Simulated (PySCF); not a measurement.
Excitation energy of Bi²⁺ by level of theory

Bi²⁺ [Xe] 4f14 5d10 6s2 6p1 (2P) → Bi²⁺ [Xe] 4f14 5d10 6s1 6p1 7s1 (4P), as a difference of total energies. Computed with PySCF 2.14 in aug-cc-pVTZ-PP with one added diffuse shell each of d, f type with ECP60MDF (6s5p5d3f, 67 functions), with a scalar-relativistic core potential. Correlated levels: valence: 5s2 5p6 5d10 frozen. The calculations carry no spin-orbit coupling.

| method | excitation energy (eV) |
| --- | --- |
| UHF | 18.890 |
| MP2 (valence) | 19.436 |
| SCS-MP2 (valence) | 19.680 |
| CCSD (valence) | 19.567 |
| CCSD(T) (valence) | 19.575 |

Q: How much does correlation contribute at CCSD(T) (valence)?

A: 19.575 − (18.890) = 0.685 eV, measured against UHF.

The promoted electron is Rydberg-like, and one or two diffuse shells describe it only roughly, which tends to raise the upper state.
